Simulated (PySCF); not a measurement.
**Effect of structural changes**

Computed with PySCF, TDDFT CAM-B3LYP/def2-SVPD circular dichroism and optical rotation, one conformer, gas phase. Geometry: GFN2-xTB.

Each molecule in one low-energy conformer. The parent is C[C@@]1(F)CCO[C@H]1F.

(1) How does the specific rotation at 589.3 nm (origin-invariant length gauge) change along this series?
- C[C@@]1(F)CCO[C@H]1F (base)
- C[C@@]1(F)CCO[C@@H]1F (diastereomer)

Results:

(1) 
| molecule | [α]589 (deg dm⁻¹ (g/mL)⁻¹) | S1 (eV) | R(S1), velocity form (10⁻⁴⁰ esu² cm²) |
| --- | --- | --- | --- |
| C[C@@]1(F)CCO[C@H]1F | -48.6 | 8.27 | -4.9 |
| C[C@@]1(F)CCO[C@@H]1F | +36.3 | 8.16 | -1.5 |

The specific rotation at 589.3 nm (origin-invariant length gauge) is lowest for C[C@@]1(F)CCO[C@H]1F and highest for C[C@@]1(F)CCO[C@@H]1F.
